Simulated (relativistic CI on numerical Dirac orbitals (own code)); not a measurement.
**Radial parameters of Kr⁸⁺**

Method of calculation: Dirac-Coulomb-Breit CI, orbitals from a KLI potential per configuration, model QED, unscaled Slater integrals (own radial code, finite nucleus).

Slater integrals F^k, G^k are unscaled and averaged over j, outside the closed core [Ne] 3s2; ζ comes from projecting the Hamiltonian with its Breit term on Σ l·s of the shell.

- 3p6 3d9 4s: ζ(3d) = 4071.1, G^2(3d,4s) = 18351 cm⁻¹; <r>(3d) = 0.5275, <r^2>(3d) = 0.3361, <r>(4s) = 1.277, <r^2>(4s) = 1.832 (bohr units).
- 3p6 3d9 4p: ζ(3d) = 4080.8, F^2(3d,4p) = 46616, G^1(3d,4p) = 15881, G^3(3d,4p) = 15313, ζ(4p) = 7339.1 cm⁻¹; <r>(3d) = 0.5271, <r^2>(3d) = 0.3356, <r>(4p) = 1.376, <r^2>(4p) = 2.133 (bohr units).
- 3p6 3d8 4s2: F^2(3d,3d) = 190290, F^4(3d,3d) = 120730, ζ(3d) = 4260.4 cm⁻¹; <r>(3d) = 0.5154, <r^2>(3d) = 0.3197 (bohr units).

Question: Give the Racah parameters of the d shell in 3p6 3d8 4s2.

Answer: B = F²/49 − 5F⁴/441 = 2515 cm⁻¹ and C = 35F⁴/441 = 9582 cm⁻¹.

Averages of the first 10 configurations, taken without configuration mixing, which lowers the lowest level and can move excited configurations by several eV; other configurations of the list can lie among them:

```
Configuration  Parity  States  Average energy above the lowest level (eV)
     3p6 3d10    even       1                                         0.1
   3p6 3d9 4s    even      20                                        85.6
   3p6 3d9 4p     odd      60                                       105.3
  3p6 3d8 4s2    even      45                                       183.0
   3p6 3d9 4d    even     100                                       135.3
3p6 3d8 4s 4p     odd     540                                       201.2
   3p6 3d9 5s    even      20                                       154.4
  3p6 3d8 4p2    even     675                                       222.9
   3p6 3d9 4f     odd     140                                       161.2
   3p6 3d9 5p     odd      60                                       162.5
```
